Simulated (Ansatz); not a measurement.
System: sum formula BHBr2 (charge 0, singlet). 
Geometry from a B3LYP-D3(BJ)/def2-TZVP (Ansatz, a quantum-chemistry and plane-wave program) optimisation:
```
B
H 1 1.1799
Br 1 1.9017 2 119.19
Br 1 1.9017 2 119.19 3 -180.00
```

Basis-set convergence of Hartree-Fock and MP2 correlation energies (hartree) with Ansatz. Valence correlation only, unless marked. No spin-orbit coupling. The frozen core is the preceding noble-gas configuration, with the filled d and f shells of earlier blocks. Non-relativistic.

```
basis        functions        E(HF)  E(corr, MP2)
-----------  ---------  -----------  ------------
aug-cc-pVDZ        104  -5170.10929      -0.32910
aug-cc-pVTZ        187  -5170.26346      -0.42868
aug-cc-pVQZ        312  -5170.27034      -0.46620
```

Extrapolating the two largest sets (X = 3 and 4) as X^-3: E(corr) = (64·(-0.46620) - 27·(-0.42868))/37 = -0.4936 Eh, an estimate of the basis-set limit. The largest set recovers 94.5 % of it, the smallest 66.7 %.
